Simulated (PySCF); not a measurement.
# ¹⁷O chemical shifts

- PBE0/pcSseg-1 with gauge-including orbitals
- GFN2-xTB structure
- run in PySCF
- averaged over atoms made equivalent by symmetry, fast rotation or ring inversion, one computed conformer, non-relativistic, no solvent model

Shieldings were converted by a linear fit to measured shifts: ¹⁷O: δ = 266.70 − 0.911σ (rms 10.7 ppm, 155 shifts, 12.2 ppm with the 3 outliers that the fit left out vs liquid water, solution or neat liquid). A few per cent of atoms miss by over 2 rms, more outside the fitted compound classes.

Problem. Give the ¹⁷O shifts of `C/C=C(/CO)CCl`, `C/C=C(/CO)CCl`, `C=C(F)C[Si@](C)([SiH3])C=O`, `N[Si]1(N)CC[C@@H]1CO`, `F[Si@@H]1O[SiH2][C@H](C(F)(F)F)O1`, `COC/C(=C\CF)OC`.

Solution. 
| compound | environment | δ (ppm) |
| --- | --- | --- |
| C/C=C(/CO)CCl | alcohol oxygen | 5.7 |
| C/C=C(/CO)CCl | alcohol oxygen | 5.7 |
| C=C(F)C[Si@](C)([SiH3])C=O | carbonyl oxygen | 818.7 |
| N[Si]1(N)CC[C@@H]1CO | alcohol oxygen | 1.3 |
| [F:1][Si@@H:2]1[O:3][SiH2:4][C@H:5]([C:6]([F:7])([F:8])[F:9])[O:10]1 | O3: oxygen bonded to 2 Si, in a 5-membered ring | 22.7 |
| [F:1][Si@@H:2]1[O:3][SiH2:4][C@H:5]([C:6]([F:7])([F:8])[F:9])[O:10]1 | O10: oxygen bonded to C, Si, in a 5-membered ring | 10.7 |
| [CH3:1][O:2][CH2:3]/[C:4](=[CH:5]\[CH2:6][F:7])[O:8][CH3:9] | O8: ether oxygen | 68.7 |
| [CH3:1][O:2][CH2:3]/[C:4](=[CH:5]\[CH2:6][F:7])[O:8][CH3:9] | O2: ether oxygen | -16.2 |
